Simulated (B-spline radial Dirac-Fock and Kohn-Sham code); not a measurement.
**Relativistic shifts of the levels of Pb²⁺**

System: the Pb²⁺ ion, configuration [Xe] 4f14 5d10 6s2.

Both columns are ΔSCF binding energies of the configuration average from a radial atomic solver: non-relativistic Hartree-Fock with a point nucleus, and Dirac-Fock with a finite nucleus and the Coulomb interaction alone, averaged over the two j levels with weights 2j+1.

```csv
shell,Hartree-Fock (eV),Dirac-Fock (eV),shift (eV),shift (%)
1s,79537.3,88518.9,+8981.57,+11.29
2s,13532.4,15956.8,+2424.42,+17.92
2p,13008.5,13828.8,+820.27,+6.31
3s,3286.8,3896.5,+609.74,+18.55
3p,3037.7,3268.4,+230.67,+7.59
3d,2578.0,2554.7,-23.31,-0.90
4s,772.4,927.9,+155.49,+20.13
4p,662.0,716.9,+54.91,+8.29
4d,459.6,451.2,-8.42,-1.83
4f,183.6,163.5,-20.10,-10.95
5s,150.7,180.1,+29.40,+19.50
5p,111.7,119.1,+7.40,+6.63
5d,47.44,44.08,-3.36,-7.08
6s,26.10,29.85,+3.75,+14.37
```

Relativity binds 1s, 2s, 2p, 3s, 3p, 4s, 4p, 5s, 5p, 6s more strongly, among those listed most of all 4s in relative terms, and 3d, 4d, 4f, 5d more weakly, because the contracted s and p shells screen the nucleus better.

Values without a named source are computed, but for edge energies of neutral atoms, which are taken from tables.
